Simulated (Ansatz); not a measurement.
`[OH][GeH2][O][SiH](O)O`, charge 0, multiplicity 1.

Give a relaxed structure at PBE0-D4/def2-TZVP (the Gaussian-basis code of Ansatz). (Best estimate.)

Computed: 
```xyz
12

O    -2.4221    0.3695    0.1830
Ge   -1.1606    1.4559   -0.3994
O     0.1973    0.4530   -0.9815
Si    0.9235   -0.8110   -0.2862
O    -0.0872   -1.3517    0.8970
O     2.3218   -0.4497    0.4864
H    -2.0274   -0.3347    0.7116
H    -0.6147    2.3540    0.7235
H    -1.7218    2.2060   -1.6069
H     1.1727   -1.8310   -1.3252
H     0.3212   -1.7973    1.6411
H     3.0974   -0.2630   -0.0434
```
This is one stationary point; other conformers may exist.
